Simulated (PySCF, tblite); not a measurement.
C₅H₇FO₃.
SMILES with atom numbers: `[CH3:1][O:2][C@@H:3]1[O:4][CH2:5][C@H:6]([F:7])[C:8]1=[O:9]` (hydrogens: H10, H11, H12 on C1; H13 on C3; H14, H15 on C5; H16 on C6)

Computed with GFN2-xTB (tblite), gas phase: Langevin dynamics at 600 K from the optimised GFN2-xTB geometry, time step 0.5 fs, friction 0.01 fs⁻¹, 2000 steps. Over the second half of the run the saved frames average 642 K.

Frame at 250 fs, instantaneous temperature 435 K:
```
atom  x, y, z in Å
C1      2.187   -0.213    0.358
O2      0.896   -0.750    0.739
C3     -0.140   -0.287    0.005
O4     -0.805    0.935    0.598
C5     -2.051    0.592    1.178
C6     -2.719   -0.301    0.199
F7     -3.716   -1.070    0.732
C8     -1.473   -1.269   -0.159
O9     -1.394   -2.473   -0.340
H10     2.138    0.727   -0.143
H11     2.618   -0.964   -0.310
H12     2.654   -0.317    1.413
H13     0.184    0.070   -1.060
H14    -1.802    0.066    2.082
H15    -2.630    1.577    1.245
H16    -3.197    0.229   -0.599
```

Frame at 425 fs, instantaneous temperature 515 K:
```
atom  x, y, z in Å
C1      1.383   -0.106    1.401
O2      0.133   -0.844    1.378
C3     -0.729   -0.307    0.562
O4     -1.532    0.819    1.047
C5     -3.008    0.459    1.391
C6     -3.270   -0.754    0.557
F7     -4.049   -1.463    1.340
C8     -1.885   -1.349    0.347
O9     -1.690   -2.439   -0.025
H10     1.249    1.042    1.611
H11     1.899   -0.036    0.490
H12     2.097   -0.491    2.081
H13    -0.349    0.014   -0.458
H14    -2.966    0.262    2.474
H15    -3.548    1.397    1.091
H16    -3.875   -0.510   -0.419
```

Frame at 625 fs, instantaneous temperature 848 K:
```
atom  x, y, z in Å
C1      1.270    0.357    1.505
O2      0.120   -0.501    1.541
C3     -0.537   -0.574    0.369
O4     -1.343    0.566    0.081
C5     -2.585    0.513    0.837
C6     -2.925   -0.957    0.917
F7     -3.561   -1.440    2.084
C8     -1.579   -1.689    0.666
O9     -1.417   -2.871    0.566
H10     1.153    0.933    2.410
H11     1.235    1.070    0.563
H12     2.227   -0.058    1.356
H13     0.048   -0.924   -0.524
H14    -2.473    0.893    1.860
H15    -3.319    1.130    0.385
H16    -3.626   -1.074    0.196
```

Frame at 800 fs, instantaneous temperature 562 K:
```
atom  x, y, z in Å
C1      1.493    0.653    2.031
O2      0.374   -0.260    2.124
C3     -0.300   -0.604    0.992
O4     -1.250    0.321    0.268
C5     -2.592    0.333    0.799
C6     -2.674   -1.138    1.522
F7     -2.870   -1.120    2.822
C8     -1.325   -1.728    1.303
O9     -1.280   -2.890    1.312
H10     1.650    1.085    2.981
H11     1.261    1.307    1.255
H12     2.377   -0.010    1.610
H13     0.431   -0.798    0.111
H14    -2.738    1.036    1.661
H15    -3.513    0.491    0.122
H16    -3.460   -1.835    1.106
```

Frame at 1000 fs, instantaneous temperature 735 K:
```
atom  x, y, z in Å
C1      1.583    0.462    1.804
O2      0.198    0.715    1.676
C3     -0.441   -0.019    0.608
O4     -1.386    0.826    0.082
C5     -2.712    0.545    0.680
C6     -2.481   -0.454    1.748
F7     -2.505    0.218    3.030
C8     -1.129   -1.085    1.421
O9     -0.672   -2.058    2.013
H10     1.908    1.151    2.522
H11     2.054    0.645    0.845
H12     1.780   -0.636    2.108
H13     0.240   -0.245   -0.159
H14    -3.108    1.558    0.899
H15    -3.314    0.114   -0.041
H16    -3.304   -1.192    1.985
```

Q: What do single points at PBE0/pcSseg-1 (PySCF, gas phase) give on these frames?

A: 
| t (fs) | GFN2-xTB E above start (eV) | DFT E above lowest frame (eV) | HOMO (eV) | LUMO (eV) | dipole (D) |
| --- | --- | --- | --- | --- | --- |
| 250 | 1.23 | 0.35 | -7.30 | -1.59 | 3.40 |
| 425 | 1.39 | 0.53 | -7.26 | -1.33 | 2.76 |
| 625 | 0.89 | 0.00 | -7.48 | -1.48 | 3.52 |
| 800 | 1.52 | 0.71 | -7.13 | -1.17 | 2.79 |
| 1000 | 0.85 | 0.04 | -7.48 | -2.13 | 2.51 |

The two levels order the frames alike by energy but for pairs within 0.08 eV at one level; measured from each level's lowest frame they differ by 0.04 eV at most. The HOMO–LUMO gap runs from 5.35 to 6.00 eV. These are instantaneous structures, not minima.

Q: And the isotropic GIAO shieldings (ppm) from the same runs?

A: 
```csv
atom,250 fs,425 fs,625 fs,800 fs,1000 fs,mean,range
C1,116.3,126.3,126.2,123.3,128.2,124.1,11.9
O2,265.9,274.7,287.0,261.8,227.0,263.3,60.0
C3,67.0,84.4,84.3,74.5,87.2,79.5,20.2
O4,229.7,210.9,252.9,205.0,251.0,229.9,47.9
C5,115.8,98.1,116.3,104.9,112.8,109.6,18.2
C6,87.4,101.7,99.5,91.3,92.3,94.4,14.3
F7,412.5,407.5,396.0,376.3,308.8,380.2,103.7
C8,-39.9,-22.9,-23.4,-9.6,-31.1,-25.4,30.3
O9,-393.3,-352.5,-325.9,-305.7,-367.4,-349.0,87.6
H10,28.3,26.6,27.7,28.0,28.6,27.8,2.0
H11,27.4,29.4,26.6,28.6,28.5,28.1,2.8
H12,25.4,28.6,28.5,26.3,26.9,27.1,3.2
H13,25.7,26.3,26.7,25.4,28.0,26.4,2.6
H14,27.3,26.3,27.4,27.0,26.2,26.8,1.2
H15,25.9,25.9,27.7,25.6,28.6,26.7,3.0
H16,26.2,25.2,27.9,26.5,25.4,26.2,2.7
```

What follows is the cost of the whole dynamics run. The run took 7.5 s of wall time on one thread, AMD EPYC 9R45 (x86_64), shared host, and the process peaked at 0.18 GiB of memory.
